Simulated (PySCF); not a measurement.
## Structure from 2D NMR

Compound of formula C$_{7}$H$_{5}$N. Correlations simulated from computed shifts and couplings:

HSQC (one-bond C–H):
| δH | δC | ¹J(C,H) (Hz) |
| --- | --- | --- |
| 8.99 | 165.6 | 193 |
| 8.70 | 159.1 | 189 |
| 7.86 | 150.2 | 173 |
| 7.21 | 131.2 | 172 |
| 3.17 | 87.8 | 277 |

COSY cross peaks (|J| ≥ 2 Hz):
| δH | δH | abs. J (Hz) | bonds |
| --- | --- | --- | --- |
| 8.99 | 7.86 | 2.1 | 4 |
| 8.70 | 7.21 | 5.5 | 3 |
| 7.86 | 7.21 | 8.7 | 3 |

HMBC (two and three bonds, |J| ≥ 2.5 Hz):
| δH | δC [abs. J in Hz] |
| --- | --- |
| 8.99 | 159.1 [12.4], 150.2 [5.5], 129.1 [8.7], 86.5 [3.8] |
| 8.70 | 165.6 [12.6], 150.2 [7.0], 131.2 [9.7] |
| 7.86 | 165.6 [5.6], 159.1 [7.2], 86.5 [6.1] |
| 7.21 | 159.1 [3.8], 129.1 [7.6] |
| 3.17 | 129.1 [4.7], 86.5 [52.4] |

Carbons without hydrogens: δ 129.1, 86.5.

Single conformer, non-relativistic, gas phase. Couplings computed with B3LYP/pcJ-1 (spin–dipole term only in couplings to heteroatoms); geometry: PBE0-D3(BJ)/def2-SVP; NMR shieldings at B3LYP/pcSseg-2/GIAO; PySCF 2.14.0 with density-fitted response routines.

Referencing at the same level of theory: ¹H (σ = 31.39 ppm) and ¹³C (σ = 179.19 ppm) vs TMS.

Exchangeable hydrogens are left out of these lists, and C,H couplings along chains are those of one rotamer, so weak HMBC peaks may be missing or extra.

Question: Work out the connectivity.

Answer: 3-ethynylpyridine.

Atom-mapped SMILES (the numbers label the heavy atoms): `[CH:1]#[C:2][c:3]1[cH:4][cH:5][cH:6][n:7][cH:8]1`; H(Xn) means a hydrogen on atom n.

1. δC 165.6 is C8, an aromatic CH next to a ring nitrogen (δH 8.99).
2. δC 159.1 is C6, an aromatic CH next to a ring nitrogen (δH 8.70).
3. δC 150.2 is C4, an aromatic CH (δH 7.86).
4. δC 131.2 is C5, an aromatic CH (δH 7.21).
5. δC 129.1 is C3, a substituted aromatic carbon.
6. δC 87.8 is C1, a terminal alkyne carbon (δH 3.17).
7. δC 86.5 is C2, an alkyne carbon.
8. HMBC from δH 8.99 reaches the proton-free carbons C3, C2.
9. HMBC from δH 7.86 reaches the proton-free carbon C2.
10. HMBC from δH 7.21 reaches the proton-free carbon C3.
11. HMBC from δH 3.17 reaches the proton-free carbons C3, C2.
12. COSY links 8.99–7.86, 8.70–7.21, 7.86–7.21.

The shifts were computed for this structure.

Unscaled 3J(H,H) at this level run about 10 % above measured values. Shifts are as computed. Against solution values, carbons near 30 ppm lie about +3 ppm off and those near 130 ppm about +8 ppm. Of 1211 compounds with measured shifts, 218 miss one by over three times the rms of a fit or turn the order of signals round; such compounds aren't used in these exercises.
